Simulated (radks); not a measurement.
These are the eigenvalues of the occupied orbitals of an atom or ion with whole-number occupations (hartree). Method: Dirac Kohn-Sham, PBEsol, spin-unpolarised, spherical densities, finite nucleus; Fermi nuclear charge, rms radius of each element as measured or else 0.836 A^(1/3) + 0.57 fm; computed with a radial shooting solver on a logarithmic mesh with Libxc functionals.

1s1/2: -2246.813
2s1/2: -380.8420
2p1/2: -363.3642
2p3/2: -324.9100
3s1/2: -86.17646
3p1/2: -78.44733
3p3/2: -70.28641
3d3/2: -57.10016
3d5/2: -55.31638
4s1/2: -17.30367
4p1/2: -14.17508
4p3/2: -12.32534
4d3/2: -7.17415
4d5/2: -6.83748
5s1/2: -2.47466
5p1/2: -1.62812
5p3/2: -1.40185
4f5/2: -0.59178
4f7/2: -0.54326
6f5/2: -0.06495

Which element is it, and in what charge state? The configuration may be excited. Open shells, if any, fill j = l - 1/2 first.

Answer. Z = 70, ytterbium, charge +1: Yb+ in [Xe] 4f14 6f1. The list shows which subshells hold electrons but not how many an open one holds; the 1s level, -2246.8 hartree, gives Z - s = 67.0 by -(Z - s)^2/2, which with screening and relativity narrows Z to a few neighbours, and the depths of the outer levels then fix element, charge and occupations together.
